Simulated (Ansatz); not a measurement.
Consider the homolysis of the Ga–O bond: `[F][GaH][O][GeH3]` → `[F][GaH]`• + `[O][GeH3]`•.

Isolated molecules relaxed with PBE0-D4/def2-TZVP in Ansatz; ΔE leaves out vibrations. CCSD(T)/CBS is the MP2 limit (def2-TZVPP, def2-QZVPP) plus CCSD(T) − MP2 in def2-TZVPP, frozen cores. DFT in def2-TZVPP. B3LYP here is the variant with VWN-RPA as its local correlation; programs differ in this. No spin–orbit coupling; open shells (•) take unrestricted orbitals. For Ga, Ge outer-core shells are correlated without core-valence functions, which leaves a few kJ/mol of doubt a bond. Scalar relativity is left out up to krypton. Each species was taken in one conformer, which may not be the lowest.

`[F][GaH][O][GeH3]`:

```xyz
8

F    -2.240    0.727   -0.371
Ga   -0.758    1.636   -0.111
O     0.645    0.598    0.114
Ge    0.746   -1.180    0.113
H    -0.770    3.175   -0.095
H    -0.136   -1.740    1.242
H     2.227   -1.502    0.360
H     0.285   -1.715   -1.253
```

`[F][GaH]`•:

Z-matrix (Å, degrees):
```
Ga
F 1 1.767
H 1 1.610 2 114.1
```

`[O][GeH3]`•:

Z-matrix (Å, degrees):
```
Ge
O 1 1.795
H 1 1.536 2 109.7
H 1 1.537 2 102.4 3 -118.6
H 1 1.536 2 109.7 3 122.8
```

```csv
level,ΔE (kJ/mol)
B3LYP-D4,435.6
r2SCAN0-D4,435.8
```

(1) What does CCSD(T)/CBS give? (Best estimate.)

Largest T1 diagnostic among the species: 0.017.

## Answers

(1) Computed: +485.5 kJ/mol. The listed levels differ from it by -49.9, -49.7 kJ/mol.

Leaving LDA and LC-ωPBE aside and taking each functional with its dispersion term where it has one, the values, not all of them listed here, spread over 46.3 kJ/mol, from revPBE-D4 to PBE-QIDH. LDA lies +76.0 kJ/mol from PBE without D4, its usual overbinding. The D4 term adds +12.8 kJ/mol with B3LYP and +6.9 kJ/mol with PBE0; it sums over pairs of atoms, weighted by their polarisabilities, and B3LYP, whose exchange is more repulsive, gets the larger term.

CCSD(T)/CBS has its own doubt, a few kJ/mol and more with outer-core shells, so smaller differences from it don't rank the levels.
